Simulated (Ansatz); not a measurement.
```yaml
crystal:
  periodic: [false, false, false]
  atoms:
    - {symbol: C, position_ang: [0.108934, -1.649543, -0.091385]}
    - {symbol: C, position_ang: [0.312604, -0.148531, -0.130072]}
    - {symbol: C, position_ang: [0.502464, 0.364898, -1.542913]}
    - {symbol: O, position_ang: [-0.814273, 0.484128, 0.441326]}
    - {symbol: Al, position_ang: [-1.100524, 1.463030, 1.767308]}
    - {symbol: Cl, position_ang: [0.508666, 1.985127, 3.007482]}
    - {symbol: H, position_ang: [-0.785391, -1.921985, -0.657309]}
    - {symbol: H, position_ang: [-0.015843, -1.996430, 0.936615]}
    - {symbol: H, position_ang: [0.966964, -2.167971, -0.525682]}
    - {symbol: H, position_ang: [1.207341, 0.100422, 0.458349]}
    - {symbol: H, position_ang: [-0.381247, 0.141436, -2.145803]}
    - {symbol: H, position_ang: [1.371079, -0.103644, -2.011489]}
    - {symbol: H, position_ang: [0.654537, 1.446322, -1.543996]}
    - {symbol: H, position_ang: [-2.548211, 1.973542, 2.066270]}
basis:
  gaussian: {orbitals: 6-31G, point_charges: [{charge: 0.50, position_ang: [4.142, 0.993, 0.920]}]}
total_charge: -3
magnetization: {spin_polarized: true, initial_magnetization: 1}
hamiltonian: {xc: {name: RPBE}, dispersion: d3bj, pseudopotentials: {relativity: none}}
output: {forces: true}
```

```sh
$ ansatz run in.yaml --threads 2 --pin off --events-out ev --progress --plain --max-ram 32768MiB --backend cpu
```

Shortened log:

```
Functional definition: RPBE
991 factors; integrals over basis functions are off by at most 1.8e-4 eV
mean field evaluation 1: about -24372.8730 eV, gradient 5.2e1 eV
mean field evaluation 2: about -24224.5603 eV, gradient 1.4e2 eV
mean field evaluation 4: about -24376.3837 eV, gradient 4.0e1 eV
mean field evaluation 8: about -24392.5949 eV, gradient 4.1e0 eV
mean field evaluation 16: about -24392.9591 eV, gradient 2.0e-1 eV
mean field evaluation 32: about -24392.9598 eV, gradient 1.6e-5 eV
mean field -24392.95983234 eV, -896.4247396965 hartree, gradient 4.9e-6 eV, S^2 0.987548; 8 other end points of the search recorded, 0 dependent functions left out
reference -24392.95987834 eV, -896.4247413868 hartree; 34, 33 occupied and 44, 45 virtual orbitals, 991 factors
Total energy: -24394.50430799 eV, -896.4814981297 hartree
Atom 0 at     0.108934    -1.649543    -0.091385 Å, force    -0.494075     0.044348     0.100038 eV/Å
Atom 1 at     0.312604    -0.148531    -0.130072 Å, force    -1.797942     0.471713     0.203455 eV/Å
Atom 2 at     0.502464     0.364898    -1.542913 Å, force    -0.484716     0.093836    -0.129335 eV/Å
Atom 3 at    -0.814273     0.484128     0.441326 Å, force     0.127640    -2.666523    -3.360653 eV/Å
Atom 4 at    -1.100524     1.463030     1.767308 Å, force    -1.148439     1.529684     0.838039 eV/Å
Atom 5 at     0.508666     1.985127     3.007482 Å, force     3.631617     1.124198     2.991186 eV/Å
Atom 6 at    -0.785391    -1.921985    -0.657309 Å, force    -0.435383    -0.122628    -0.380890 eV/Å
Atom 7 at    -0.015843    -1.996430     0.936615 Å, force    -0.116805    -0.021619     0.962418 eV/Å
Atom 8 at     0.966964    -2.167971    -0.525682 Å, force     1.438672    -0.738482    -0.865959 eV/Å
Atom 9 at     1.207341     0.100422     0.458349 Å, force     1.063024     0.140221     0.374128 eV/Å
Atom 10 at    -0.381247     0.141436    -2.145803 Å, force    -0.494055    -0.216087    -0.346515 eV/Å
Atom 11 at     1.371079    -0.103644    -2.011489 Å, force     1.438459    -0.955918    -0.695805 eV/Å
Atom 12 at     0.654537     1.446322    -1.543996 Å, force     0.111206     1.071588     0.313313 eV/Å
Atom 13 at    -2.548211     1.973542     2.066270 Å, force    -2.011304     0.238790    -0.052055 eV/Å
Dipole moment:     0.478173    -1.026585    -0.844549 e Å
```

(1) What is wrong with this run?

Results:

(1) The charge is far from anything that the molecule holds. Self-consistency was reached. The result belongs to that input, not to the molecule as meant.
